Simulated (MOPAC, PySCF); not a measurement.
H$_{4}$OSi$_{2}$, SMILES `O[SiH]=[SiH2]` (H–O–Si–Si torsion 29°), neutral singlet in the gas phase. 

Cartesian coordinates (Å):
```xyz
7

O      1.9426     0.1059     0.4064
Si     0.5421     0.4415    -0.3754
Si    -1.4910    -0.0688     0.3048
H      1.9517    -0.6743     0.9659
H      0.8441     1.6754    -1.1445
H     -1.4801    -1.4845     0.7868
H     -2.3095     0.0049    -0.9439
```
Charge 0, spin multiplicity 1.

All levels are single points at this geometry (PBE0-D4/def2-TZVP); Pople sets use spherical d functions. Orbital energies aren't observables, and empty levels follow the basis.

M06-2X/6-31G* in PySCF gives gap (eV) = 5.52.

Problem. Estimate the gap (eV) from each of these levels: B3LYP-D3(BJ)/def2-TZVP in PySCF; PBE-D3(BJ)/def2-TZVP in PySCF; PBE0-D4/def2-TZVP in PySCF; B3LYP/3-21G in PySCF; B3LYP/LANL2DZ in PySCF; BP86/6-31G* in PySCF; HF/3-21G in PySCF; HF/6-31G* in PySCF; HF/STO-3G in PySCF; AM1 in MOPAC; PM3 in MOPAC; PM7 in MOPAC.

Solution. 
| level | gap (eV) |
|---|---|
| B3LYP-D3(BJ)/def2-TZVP in PySCF | 3.65 |
| PBE-D3(BJ)/def2-TZVP in PySCF | 2.47 |
| PBE0-D4/def2-TZVP in PySCF | 3.98 |
| B3LYP/3-21G in PySCF | 3.70 |
| B3LYP/LANL2DZ in PySCF | 3.67 |
| BP86/6-31G* in PySCF | 2.49 |
| HF/3-21G in PySCF | 8.55 |
| HF/6-31G* in PySCF | 8.50 |
| HF/STO-3G in PySCF | 9.58 |
| AM1 in MOPAC | 5.93 |
| PM3 in MOPAC | 5.90 |
| PM7 in MOPAC | 5.91 |
